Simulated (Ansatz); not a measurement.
The cluster Pt4Au⁺, relaxed as a singlet with RKS r2SCAN-D4/def2-SVP in Ansatz, starting from the GFN1-xTB geometry. Force threshold 0.02 eV/Å.

In the def2 sets Au, Pt take a core potential; there is no spin–orbit coupling. The restricted singlet is unstable towards broken spin symmetry in Hartree–Fock (as tested in another run); at r2SCAN-D4/def2-SVP this wasn't settled. Another isomer (singlet) lies 0.35 eV lower at PBE0-D4/def2-TZVP; other spin states weren't run for this one.

Start:

```
atom   x (Å)   y (Å)   z (Å)
 Pt1   1.058   0.905   1.011
 Pt2  -0.298  -0.244  -0.329
 Pt3  -0.829  -0.968  -2.508
 Pt4  -1.383  -2.330  -0.650
 Au5   1.452   2.637   2.476
```

Question: Estimate the energy that the relaxation releases and the steps that it takes.

Answer: 42.3 kcal/mol, in 16 steps; 2.8 min on 4 threads of Intel Xeon on a shared host. No frequencies were taken in this run, so the end may be a saddle point.

Question: Does the start keep its bonding?

Answer: Bonds formed: Pt2–Au5 (atoms count from 1).

Question: Predict the relaxed structure.

Answer: 
```
atom    x (Å)    y (Å)    z (Å)
 Pt1   2.0743   0.4823   0.8494
 Pt2  -0.1149   0.1830  -0.1441
 Pt3  -0.7567  -0.7418  -2.3204
 Pt4  -1.4987  -1.8431  -0.2514
 Au5   0.2960   1.9195   1.8664
```
Bond lengths (bridged metal pairs left out): 4 × Pt–Pt 2.42 to 2.46 Å; 2 × Au–Pt 2.50 to 2.69 Å.
